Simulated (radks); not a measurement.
Problem. The nitrogen anion N2-, [He] 2s2 2p5, held by a Watson sphere: a shell of charge +2.71 at radius R that stands for the Madelung well of a crystal (potential energy -2.71/R inside, -2.71/r outside, in hartree with lengths in bohr). All-electron calculation, non-relativistic Kohn-Sham, r2SCAN, spin-polarised, spherical densities, point nucleus; open shells are filled with parallel spins first; meta-GGA in the generalised Kohn-Sham scheme. Program: a radial shooting solver on a logarithmic mesh with Libxc functionals.

| R (bohr) | e(2s down) (eV) | e(2p up) (eV) | e(2p down) (eV) | <r> 2p (bohr) | sum of <r^2> (bohr^2) | X-ray form factor at sin(theta)/lambda = 0.3 1/angstrom |
|---|---|---|---|---|---|---|
| 1.69 | -28.525 | -17.395 | -15.908 | 1.519 | 18.47 | 3.479 |
| 1.83 | -27.421 | -16.484 | -15.043 | 1.570 | 19.59 | 3.394 |
| 3 | -20.829 | -10.821 | -9.563 | 1.965 | 28.60 | 3.165 |
| 3.03 | -20.712 | -10.715 | -9.458 | 1.975 | 28.83 | 3.165 |
| 3.65 | -18.669 | -8.873 | -7.604 | 2.207 | 33.74 | 3.166 |
| 3.89 | -18.041 | -8.319 | -7.025 | 2.312 | 35.78 | 3.169 |
| 3.9 | -18.016 | -8.298 | -7.002 | 2.317 | 35.87 | 3.169 |

Estimate the row for R = 1.61 bohr.

Solution. e(2s down) (eV) -29.186; e(2p up) (eV) -17.940; e(2p down) (eV) -16.424; <r> 2p (bohr) 1.489; sum of <r^2> (bohr^2) 17.82; X-ray form factor at sin(theta)/lambda = 0.3 1/angstrom 3.537.
